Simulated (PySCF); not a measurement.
C3H5BrOSi.
Atom-mapped SMILES: `[O:1]=[C:2]=[C:3]([SiH3:4])[CH2:5][Br:6]` (hydrogens: H7, H8, H9 on Si4; H10, H11 on C5)

Method: PBE0-D3(BJ)/def2-SVP geometry optimisation, gas phase in PySCF.

(1) List the bond lengths, angles and torsions at this level.

Results:

(1) 
```
                  bond  length (Å)
                 O1=C2       1.159
                 C2=C3       1.321
                C3–Si4       1.875
                 C3–C5       1.491
                C5–Br6       1.974
Si4–H7, Si4–H8, Si4–H9       1.493
        C5–H10, C5–H11       1.097
```

Bonds in one row agree within 0.01 Å and their mean is given. A selection of angles:
```
     angle  degrees
  O1–C2–C3    177.7
 C2–C3–Si4    116.7
  C2–C3–C5    121.5
 Si4–C3–C5    121.6
 C3–Si4–H7    108.3
 C3–Si4–H8    111.3
 H7–Si4–H8    109.7
 C3–C5–Br6    113.3
 C3–C5–H10    113.1
 C3–C5–H11    111.4
Br6–C5–H10    105.3
Br6–C5–H11    104.2
H10–C5–H11    109.0
```

Dihedral angles: C2–C3–C5–Br6 102° (anticlinal). The mirror-image conformer, all signs reversed, is as good.

Si4 (SiH3 silicon) is tetrahedral (angles from 108.2° to 111.3°). The C–C distances run from 1.321 Å (C2=C3, drawn double) to 1.491 Å (C3–C5, drawn single), a spread of 0.170 Å.

Point group: C1 (no symmetry element, even within 0.4 Å). PBE0-D3(BJ)/def2-SVP frequencies: not computed here. One conformer, not necessarily the lowest.
